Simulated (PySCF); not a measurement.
PySCF 2.14 output of a UHF calculation on a single atom or ion in aug-cc-pVTZ-DK (5s4p3d2f, 46 functions), with scalar relativity by spin-free X2C-1e:

```
SCF conv_tol = 1e-09
number electrons alpha = 6  beta = 2
cycle= 1 E= -98.1563198491998  delta_E= -2.63e-11  |g|= 1.49e-06  |ddm|= 3.17e-05
converged SCF energy = -98.1563198491998  <S^2> = 6.0026354  2S+1 = 5.001054
```

The run itself started from symmetry-adapted Hartree-Fock orbitals and held the occupation by maximum overlap, so the iterations belong to that start.

Which element, charge and spin multiplicity is this?

F⁺ (fluorine, charge +1), multiplicity 5; the state was [He] 2s2 2p3 3s1, high-spin 5S determinant (an excited configuration).

The outer electron is Rydberg-like, and this basis confines it to a smaller radius and binds it less than a complete one would.
